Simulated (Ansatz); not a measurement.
Ga(PH3)H3 (GaPH6), 8 atoms. Hardware: 4 threads of Arm Neoverse V2 on a shared host.

(1) How many basis functions does each of these Ansatz runs have, and roughly what does it cost? BLYP-D4/def2-TZVP, charge 0 singlet, energy, from earlier orbitals; CAM-B3LYP-D4/def2-TZVP, charge 0 singlet, energy, from earlier orbitals; PBE-D4/def2-TZVP, charge 0 triplet at the geometry of the charge 0 singlet, energy, from earlier orbitals; ωB97M-V/def2-TZVP, charge 0 singlet, energy, from earlier orbitals; r2SCAN-D4/def2-TZVP, charge 0 singlet, energy, from earlier orbitals; PBE0-D4/def2-TZVP, charge 0 singlet, energy and forces, from earlier orbitals; PBE0-D4/def2-TZVP, charge 1 doublet at the geometry of the charge 0 singlet, energy; HF/def2-TZVP, charge 0 singlet, energy, from earlier orbitals; PBE-D4/def2-TZVP, charge 0 singlet, energy, from earlier orbitals; PBE-D4/def2-SVP, charge 0 singlet, energy, from earlier orbitals; PBE0-D4/def2-TZVP, charge 0 triplet at the geometry of the charge 0 singlet, energy; LDA (SPW92)/def2-TZVP, charge 0 singlet, energy, from earlier orbitals.

## Answers

(1) Other jobs shared the machine, so times can vary by a factor of up to 3. A dash marks memory too small to be measured apart from the calling script's.

| run | functions | fitting or Cholesky vectors | wall time | peak host memory (GiB) |
| --- | --- | --- | --- | --- |
| LDA (SPW92)/def2-TZVP, charge 0 singlet, energy, from earlier orbitals | 121 | 902 | 0.4 s | – |
| HF/def2-TZVP, charge 0 singlet, energy, from earlier orbitals | 121 | 1086 | 0.4 s | – |
| PBE-D4/def2-SVP, charge 0 singlet, energy, from earlier orbitals | 80 | 910 | 0.4 s | – |
| PBE-D4/def2-TZVP, charge 0 singlet, energy, from earlier orbitals | 121 | 902 | 0.6 s | – |
| BLYP-D4/def2-TZVP, charge 0 singlet, energy, from earlier orbitals | 121 | 902 | 0.65 s | – |
| CAM-B3LYP-D4/def2-TZVP, charge 0 singlet, energy, from earlier orbitals | 121 | 949 | 0.85 s | – |
| PBE0-D4/def2-TZVP, charge 0 singlet, energy and forces, from earlier orbitals | 121 | 959 | 1 s | – |
| r2SCAN-D4/def2-TZVP, charge 0 singlet, energy, from earlier orbitals | 121 | 902 | 1.4 s | – |
| ωB97M-V/def2-TZVP, charge 0 singlet, energy, from earlier orbitals | 121 | 937 | 2.8 s | – |
| PBE-D4/def2-TZVP, charge 0 triplet at the geometry of the charge 0 singlet, energy, from earlier orbitals | 121 | 902 | 3.2 s | – |
| PBE0-D4/def2-TZVP, charge 0 triplet at the geometry of the charge 0 singlet, energy | 121 | 959 | 4.2 s | – |
| PBE0-D4/def2-TZVP, charge 1 doublet at the geometry of the charge 0 singlet, energy | 121 | 959 | 7.5 s | – |
